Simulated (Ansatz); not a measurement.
C$_{5}$H$_{15}$N$_{3}$OW (`C[N]=[W](=[O])([N](C)C)[N](C)C`). Total charge 0; spin multiplicity 1. W: def2 effective core potential. All single points use the PBE0-D4/def2-TZVP geometry. It is one conformer, not always the lowest.

```xyz
25

C    -0.245   -1.506    3.030
N    -0.146   -0.846    1.776
W     0.047   -0.798    0.025
O     0.230   -2.335   -0.736
N    -1.554    0.074   -0.684
C    -1.875   -0.042   -2.089
C    -2.507    0.876    0.043
N     1.645    0.275   -0.324
C     2.304    1.182    0.583
C     2.283    0.217   -1.621
H    -0.170   -2.595    2.936
H    -1.201   -1.270    3.511
H     0.550   -1.165    3.703
H    -1.169   -0.699   -2.602
H    -2.879   -0.465   -2.226
H    -1.852    0.938   -2.586
H    -2.254    0.903    1.101
H    -3.522    0.467   -0.063
H    -2.527    1.908   -0.335
H     3.360    0.905    0.712
H     2.278    2.213    0.202
H     1.820    1.165    1.558
H     1.798   -0.518   -2.266
H     2.250    1.192   -2.126
H     3.338   -0.074   -1.522
```

Q: What is the dipole moment at r2SCAN/def2-TZVPP? (An estimate is asked.)

A: The calculation gave: 3.01 D, with components (-0.22, 2.99, 0.30) D in this frame, pointing from negative to positive charge.

Q: And with PBE, B3LYP, ωB97M-V? (An estimate is asked.)

A: Computed: PBE 2.90 D, B3LYP 3.05 D, ωB97M-V 3.02 D.

Q: Give the Mulliken charges with r2SCAN, B3LYP, ωB97M-V in def2-TZVPP. (Estimate.)

A: Computed: 
```
atom  r2SCAN  B3LYP  ωB97M-V
  C1    0.00  -0.13    -0.19
  N2   -0.38  -0.35    -0.34
  W3    0.74   0.76     0.74
  O4   -0.45  -0.45    -0.43
  N5   -0.30  -0.28    -0.31
  C6   -0.03  -0.16    -0.23
  C7   -0.03  -0.16    -0.21
  N8   -0.30  -0.28    -0.31
  C9   -0.03  -0.16    -0.21
 C10   -0.03  -0.16    -0.23
 H11    0.06   0.10     0.12
 H12    0.05   0.09     0.11
 H13    0.05   0.09     0.11
 H14    0.06   0.10     0.11
 H15    0.05   0.09     0.12
 H16    0.05   0.09     0.12
 H17    0.06   0.10     0.11
 H18    0.05   0.09     0.11
 H19    0.05   0.09     0.11
 H20    0.05   0.09     0.11
 H21    0.05   0.09     0.11
 H22    0.06   0.10     0.11
 H23    0.06   0.10     0.11
 H24    0.05   0.09     0.12
 H25    0.05   0.09     0.12
```

B3LYP here is the variant with VWN-RPA as its local correlation; programs differ in this.
